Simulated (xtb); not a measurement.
C$_{2}$H$_{3}$O$_{2}$, doublet, from a rough starting geometry; GFN2-xTB in xtb 6.7.1.

Here is a job for xtb.
```
$ xtb mol.xyz --gfn 2 --uhf 1 --opt vtight --json

# file mol.xyz
7

C     -1.08707459    -0.08773112     0.05653608
O     -0.80520966    -1.26533110     0.03258641
O     -0.12117778     0.91130169     0.04417046
H     -2.04213121     0.38235316     0.00286134
C      1.23052470     0.36671505     0.00220026
H      1.38327907    -0.19484527     0.87673878
H      1.40941629    -0.16577954    -0.86028414
```

What the program printed (banner, timings and long lists left out):

```
   ID    Z sym.   atoms
    1    6 C      1, 5
    2    8 O      2, 3
    3    1 H      4, 6, 7

           -------------------------------------------------
          |                Calculation Setup                |
           -------------------------------------------------

           -------------------------------------------------
          |                 G F N 2 - x T B                 |
           -------------------------------------------------

          ...................................................
          :                      SETUP                      :
          :.................................................:
          :  # basis functions                  19          :
          :  # atomic orbitals                  19          :
          :  # shells                           11          :
          :  # electrons                        23          :
          :  max. iterations                   250          :
          :  Hamiltonian                  GFN2-xTB          :
          :  restarted?                      false          :
          :  GBSA solvation                  false          :
          :  PC potential                    false          :
          :  electronic temp.          300.0000000     K    :
          :  accuracy                    1.0000000          :
          :  -> integral cutoff          0.2500000E+02      :
          :  -> integral neglect         0.1000000E-07      :
          :  -> SCF convergence          0.1000000E-05 Eh   :
          :  -> wf. convergence          0.1000000E-03 e    :
          :  Broyden damping             0.4000000          :
          :  net charge                          0          :
          :  unpaired electrons                  1          :
          ...................................................

 iter      E             dE          RMSdq      gap      omega  full diag
   1    -13.9029863 -0.139030E+02  0.633E+00    3.64       0.0  T
   2    -13.9366171 -0.336308E-01  0.320E+00    2.95       1.0  T
   3    -13.9375480 -0.930962E-03  0.186E+00    3.32       1.0  T
   4    -13.9416036 -0.405562E-02  0.170E-01    3.01       1.0  T
   5    -13.9416588 -0.551857E-04  0.731E-02    3.04       1.0  T
   6    -13.9416613 -0.244010E-05  0.162E-02    3.05       2.3  T
   7    -13.9416614 -0.116822E-06  0.515E-03    3.05       7.3  T
   8    -13.9416615 -0.875184E-07  0.159E-03    3.05      23.8  T
   9    -13.9416615 -0.402146E-08  0.390E-04    3.05      96.9  T
  10    -13.9416615 -0.334536E-09  0.142E-04    3.05     266.4  T

   *** convergence criteria satisfied after 10 iterations ***

         :::::::::::::::::::::::::::::::::::::::::::::::::::::
         ::                     SUMMARY                     ::
         :::::::::::::::::::::::::::::::::::::::::::::::::::::
         :: total energy             -13.822769897148 Eh    ::
         :: gradient norm              0.115251594125 Eh/a0 ::
         :: HOMO-LUMO gap              3.045451798400 eV    ::
         ::.................................................::
         :: SCC energy               -13.941661283179 Eh    ::
         :: -> isotropic ES            0.037262665308 Eh    ::
         :: -> anisotropic ES          0.000804832842 Eh    ::
         :: -> anisotropic XC          0.002374875952 Eh    ::
         :: -> dispersion             -0.002567137205 Eh    ::
         :: repulsion energy           0.118891386031 Eh    ::
         :: add. restraining           0.000000000000 Eh    ::
         :: total charge               0.000000000000 e     ::
         :::::::::::::::::::::::::::::::::::::::::::::::::::::

      -----------------------------------------------------------
     |                   =====================                   |
     |                        A N C O P T                        |
     |                   =====================                   |
     |               Approximate Normal Coordinate               |
     |                Rational Function Optimizer                |
      -----------------------------------------------------------
      -----------------------------------------------------------
     |                   =====================                   |
     |                        A N C O P T                        |
     |                   =====================                   |
     |               Approximate Normal Coordinate               |
     |                Rational Function Optimizer                |
      -----------------------------------------------------------

          ...................................................
          :                      SETUP                      :
          :.................................................:
          :   optimization level         verytight          :
          :   max. optcycles                   200          :
          :   ANC micro-cycles                  20          :
          :   degrees of freedom                15          :
          :.................................................:
          :   RF solver                   davidson          :
          :   write xtbopt.log                true          :
          :   linear?                        false          :
          :   energy convergence         0.1000000E-06 Eh   :
          :   grad. convergence          0.2000000E-03 Eh/α :
          :   maxmium RF displ.          1.0000000          :
          :   Hlow (freq-cutoff)         0.1000000E-01      :
          :   Hmax (freq-cutoff)         5.0000000          :
          :   S6 in model hess.         20.0000000          :
          ...................................................

generating ANC from exact Hessian ...
Using Lindh-Hessian (1995)
 Shifting diagonal of input Hessian by    1.5083501278450786E-003
 Lowest  eigenvalues of input Hessian
    0.000000    0.000000    0.000000    0.000000    0.000000    0.000000
[...]
 * total energy  :   -13.8514341 Eh     change       -0.1316790E-02 Eh
 * total energy  :   -13.8521798 Eh     change       -0.7456800E-03 Eh
 * total energy  :   -13.8532491 Eh     change       -0.1069264E-02 Eh
 * total energy  :   -13.8540247 Eh     change       -0.7756308E-03 Eh
 * total energy  :   -13.8547294 Eh     change       -0.7046848E-03 Eh
 * total energy  :   -13.8546804 Eh     change        0.4896925E-04 Eh
 * total energy  :   -13.8551690 Eh     change       -0.4885841E-03 Eh
 * total energy  :   -13.8552287 Eh     change       -0.5965235E-04 Eh
 * total energy  :   -13.8552732 Eh     change       -0.4452237E-04 Eh
 * total energy  :   -13.8552796 Eh     change       -0.6401253E-05 Eh
 * total energy  :   -13.8552817 Eh     change       -0.2132360E-05 Eh
 * total energy  :   -13.8552824 Eh     change       -0.6424928E-06 Eh
 * total energy  :   -13.8552824 Eh     change       -0.7018075E-07 Eh
   *** GEOMETRY OPTIMIZATION CONVERGED AFTER 30 ITERATIONS ***
[...]
          :  -> wf. convergence          0.1000000E-03 e    :
          :  Broyden damping             0.4000000          :
          :  net charge                          0          :
          :  unpaired electrons                  1          :
          ...................................................

 iter      E             dE          RMSdq      gap      omega  full diag
   1    -13.9741355 -0.139741E+02  0.375E-05    2.85       0.0  T
   2    -13.9741355 -0.589750E-12  0.213E-05    2.85    1773.6  T
   3    -13.9741355 -0.497380E-13  0.876E-06    2.85    4314.1  T

   *** convergence criteria satisfied after 3 iterations ***

         :::::::::::::::::::::::::::::::::::::::::::::::::::::
         ::                     SUMMARY                     ::
         :::::::::::::::::::::::::::::::::::::::::::::::::::::
         :: total energy             -13.855282431955 Eh    ::
         :: gradient norm              0.000118070733 Eh/a0 ::
         :: HOMO-LUMO gap              2.854177586148 eV    ::
         ::.................................................::
         :: SCC energy               -13.974135333266 Eh    ::
         :: -> isotropic ES            0.032379794753 Eh    ::
         :: -> anisotropic ES          0.001660747469 Eh    ::
         :: -> anisotropic XC          0.001639225801 Eh    ::
         :: -> dispersion             -0.002534012135 Eh    ::
         :: repulsion energy           0.118852901311 Eh    ::
         :: add. restraining           0.000000000000 Eh    ::
         :: total charge               0.000000000000 e     ::
         :::::::::::::::::::::::::::::::::::::::::::::::::::::

           -------------------------------------------------
          |                Property Printout                |
           -------------------------------------------------

    * Orbital Energies and Occupations

         #    Occupation            Energy/Eh            Energy/eV
      -------------------------------------------------------------
         1        2.0000           -0.7745981             -21.0779
         2        2.0000           -0.7337930             -19.9675
         3        2.0000           -0.7020136             -19.1028
         4        2.0000           -0.6290943             -17.1185
         5        2.0000           -0.6090038             -16.5718
         6        2.0000           -0.6029099             -16.4060
         7        2.0000           -0.5674130             -15.4401
         8        2.0000           -0.5291753             -14.3996
         9        2.0000           -0.5166656             -14.0592
        10        2.0000           -0.4885243             -13.2934
        11        2.0000           -0.4391854             -11.9508
        12        1.0000           -0.3452564              -9.3949 (HOMO)
        13                         -0.2403673              -6.5407 (LUMO)
        14                          0.0559464               1.5224
        15                          0.1216264               3.3096
        16                          0.1839458               5.0054
        17                          0.2272613               6.1841
        18                          0.3457697               9.4089
        19                          0.6235837              16.9686
      -------------------------------------------------------------
                  HL-Gap            0.1048891 Eh            2.8542 eV
             Fermi-level           -0.3425163 Eh           -9.3203 eV

     #   Z          covCN         q      C6AA      α(0)
     1   6 C        2.676     0.308    21.763     7.634
     2   8 O        0.856    -0.366    21.010     6.145
     3   8 O        1.708    -0.160    16.716     5.520
     4   1 H        0.924     0.035     2.515     2.480
     5   6 C        2.750     0.020    27.544     8.594
     6   1 H        0.926     0.082     1.960     2.189
     7   1 H        0.927     0.081     1.971     2.195

 Mol. C6AA /au·bohr⁶  :        523.831974
 Mol. C8AA /au·bohr⁸  :      11478.507659
 Mol. α(0) /au        :         34.758094

Wiberg/Mayer (AO) data.
largest (>0.10) Wiberg bond orders for each atom

 ---------------------------------------------------------------------------
     #   Z sym  total        # sym  WBO       # sym  WBO       # sym  WBO
 ---------------------------------------------------------------------------
     1   6 C    3.916 --     2 O    1.770     3 O    1.100     4 H    0.923
                             5 C    0.106
     2   8 O    2.065 --     1 C    1.770     3 O    0.150
     3   8 O    2.493 --     5 C    1.220     1 C    1.100     2 O    0.150
     4   1 H    0.999 --     1 C    0.923
     5   6 C    3.378 --     3 O    1.220     7 H    0.974     6 H    0.970
                             1 C    0.106
     6   1 H    0.993 --     5 C    0.970
     7   1 H    0.993 --     5 C    0.974
 ---------------------------------------------------------------------------

Topologies differ in total number of bonds
Writing topology from bond orders to xtbtopo.mol

molecular dipole:
                 x           y           z       tot (Debye)
 q only:        0.514       0.574      -0.374
   full:        0.471       0.707      -0.457       2.452
molecular quadrupole (traceless):
                xx          xy          yy          xz          yz          zz
 q only:        3.172      -2.052      -2.211       1.260       1.482      -0.960
  q+dip:        3.200      -2.814      -2.341       1.745       1.778      -0.859
   full:        3.075      -2.713      -2.684       1.704       2.629      -0.391

optimized geometry written to: xtbopt.xyz

           -------------------------------------------------
          | TOTAL ENERGY              -13.855282431955 Eh   |
          | GRADIENT NORM               0.000118070733 Eh/α |
          | HOMO-LUMO GAP               2.854177586148 eV   |
           -------------------------------------------------

normal termination of xtb
```
